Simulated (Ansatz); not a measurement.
Z-matrix (Å, degrees):
```
C
In 1 2.171
H 1 1.093 2 110.0
H 1 1.092 2 111.2 3 -119.1
H 1 1.092 2 111.4 3 119.2
C 2 2.166 1 119.4 3 84.2
S 2 2.901 1 94.3 3 -177.1
H 2 1.741 1 119.0 3 -81.8
H 6 1.092 2 111.2 1 33.2
H 6 1.093 2 109.9 1 -86.1
H 6 1.091 2 111.1 1 154.7
H 7 1.343 2 95.3 1 -35.5
H 7 1.343 2 93.8 1 57.4
```

The species carries charge 0 and has multiplicity 1. In: def2 effective core potential.

Q: List the ωB97M-V/def2-TZVPP orbital energies in eV (the Gaussian-basis code of Ansatz). (Best estimate.)

A: The calculation gave: Occupied: -2428.15, -280.49, -280.45, -222.13, -165.24, -165.17, -165.04, -130.10, -86.57, -86.27, -86.24, -24.58, -23.14, -23.00, -22.90, -22.85, -22.83, -21.03, -20.75, -15.72, -14.02, -13.27, -13.14, -13.07, -12.95, -12.85, -10.65, -9.33, -9.03. Lowest empty: 1.02, 1.52, 1.65, 1.79, 1.96, 2.98, 3.78, 4.06.
